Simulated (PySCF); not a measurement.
**Diatomics of B with group 15**

PBE0 with double-zeta basis sets in PySCF, for the lowest determinant that a PBE0 search found; no spin–orbit coupling. De refers to high-spin ground-configuration atoms. A positive dipole means M(−)B(+).

| M | basis | state (unpaired electrons) | Re (Å) | ωe (cm⁻¹) | De (eV) | μ (D) |
| --- | --- | --- | --- | --- | --- | --- |
| N | x2c-SVPall | triplet (σ ↑, π ↑) | 1.317 | 1624 | 4.87 | 1.95 |
| P | x2c-SVPall | triplet (σ ↑, π ↑) | 1.742 | 1000 | 3.63 | 0.23 |
| As | x2c-SVPall | triplet (σ ↑, π ↑) | 1.842 | 839 | 3.15 | -0.20 |
| Sb | x2c-SVPall | triplet (σ ↑, π ↑) | 2.050 | 711 | 2.56 | -0.78 |
| Bi | def2-SVP | triplet (σ ↑, π ↑) | 2.139 | 635 | 2.16 | -1.26 |

**Question.** By what factor does the well depth vary along the series?

**Answer.** At PBE0 it runs from 2.16 eV (BiB) to 4.87 eV (BN), a factor of 2.25.

The rows differ in basis set, which adds steps of its own.

Down a group the atoms grow and get heavier, so bonds lengthen and wavenumbers fall; this series shows no clear exception.

Spin–orbit coupling is left out, which matters for elements this heavy, above all for dissociation energies. States were picked by a PBE0 search and need not be the measured ground states.
